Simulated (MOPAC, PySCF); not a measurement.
C3H4O, SMILES `CC=C=O`, neutral singlet in the gas phase. 

Cartesian coordinates (Å):
SMILES: C(=C=O)C
```xyz
8

C     -0.9698    -0.0914    -0.0685
C      0.4494     0.4061    -0.1965
C      1.4796    -0.2101     0.3242
O      2.3924    -0.7619     0.7890
H     -1.5990     0.6462     0.4346
H     -1.0142    -1.0148     0.5082
H     -1.4050    -0.2903    -1.0503
H      0.6666     1.3164    -0.7406
```
Charge 0, multiplicity 1.

All levels are single points at this geometry (B3LYP-D3(BJ)/def2-TZVP); Pople sets use spherical d functions. Orbital energies aren't observables, and empty levels follow the basis.

| level | HOMO (eV) | LUMO (eV) | gap (eV) | dipole (D) | vertical IE, Delta-SCF (eV) |
|---|---|---|---|---|---|
| B3LYP-D3(BJ)/def2-TZVP in PySCF | -6.41 | -1.11 | 5.30 | 1.88 | – |
| PBE-D3(BJ)/def2-TZVP in PySCF | -5.38 | -1.96 | 3.41 | 1.76 | – |
| B3LYP/3-21G in PySCF | -5.95 | -0.67 | 5.28 | 1.63 | – |
| B3LYP/6-311+G** in PySCF | -6.44 | -1.22 | 5.22 | 1.99 | – |
| B3LYP/6-31G* in PySCF | -6.06 | -0.73 | 5.33 | 1.76 | 8.85 |
| BP86/6-31G* in PySCF | -5.12 | -1.71 | 3.41 | 1.67 | – |
| M06-2X/6-31G* in PySCF | -7.56 | 0.58 | 8.13 | 1.81 | – |
| SVWN5/6-31G* in PySCF | -5.13 | -1.83 | 3.30 | 1.75 | 8.92 |
| HF/3-21G in PySCF | -9.18 | 3.88 | 13.06 | 2.11 | – |
| HF/6-31G* in PySCF | -9.28 | 3.88 | 13.16 | 2.12 | 7.93 |
| AM1 in MOPAC | -9.17 | 0.50 | 9.67 | 1.13 | – |
| PM3 in MOPAC | -9.10 | 0.42 | 9.52 | 0.97 | – |
| PM7 in MOPAC | -9.34 | 0.22 | 9.56 | 1.11 | – |
